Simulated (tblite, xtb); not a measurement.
Sb (SMILES [Sb]), quartet. Base run: xtb 6.7.1 with GFN1-xTB.

Geometry (Å):
```xyz
1

Sb     0.0000     0.0000     0.0000
```
Charge 0, spin multiplicity 4.
All else is at xtb's defaults.
Base energy -2.34862 Eh.

Programs used: tblite, xtb; a row that names a program was run with it.

Variants of this job, named by their change:

```csv
change,ΔE vs base (kJ/mol),G_solv (kcal/mol),SCF cycles
base,0.00,-,3
etemp = 3000,-0.01,-,11
gbsa = water,10.00,2.39,3
alpb = chcl3,-3.84,-0.92,3
acc = 30,0.00,-,3
acc = 0.0001,0.00,-,3
alpb = cs2,-2.46,-0.59,3
program = tblite; method = gfn1,0.00,-,-
acc = 0.1,0.00,-,3
acc = 1000,0.00,-,3
```

ALPB and GBSA are two models with their own fitted parameters for each solvent, which aren't always the measured dielectric constant.
